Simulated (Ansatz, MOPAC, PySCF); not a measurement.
Torsion F1–Ge2–S3–H4 in FGeHS (SMILES [F][Ge][SH]); at each angle all else is relaxed with GFN2-xTB, and the levels are single points there.
Geometry at 180° (charge 0, multiplicity 1):
```xyz
4

F      1.674    -0.633     0.172
Ge     0.929     0.944    -0.307
S     -1.163     0.436     0.344
H     -1.655     1.616    -0.028
```

On the grid 0° to 330°, 270° is the highest and 180° the lowest point at wB97M-V/def2-TZVPP.

Correlated levels freeze the cores. Filled d and f shells under p-block atoms count as core. Rows in 3-21G carry no dispersion term and start afresh at each structure; the Pople sets are all-electron and without relativity. The state reached by AM1, PM6 isn't checked.

The values were computed with Ansatz (Gaussian orbitals); MOPAC for AM1, PM6 (differences of heats of formation); PySCF for 3-21G rows, M06-2X, the dispersion terms. Values without a source in brackets are computed.

```csv
level,energy at 270° less that at 180° (kcal/mol)
AM1,5.94
PM6,4.70
HF/def2-SVP,10.33
r2SCAN-D3(BJ)/def2-TZVPP,(withheld)
B3LYP/3-21G,10.43
M06-2X/def2-TZVPP,10.05
CCSD/def2-TZVPP,10.03
CCSD(T)/def2-SVP,(withheld)
CCSD(T)/def2-TZVPP,10.14
```

**Question.** Some entries are withheld; supply them.

**Answer.** 
- r2SCAN-D3(BJ)/def2-TZVPP, energy at 270° less that at 180° (kcal/mol): 11.18
- CCSD(T)/def2-SVP, energy at 270° less that at 180° (kcal/mol): 10.69

Ansatz is an electronic-structure program.
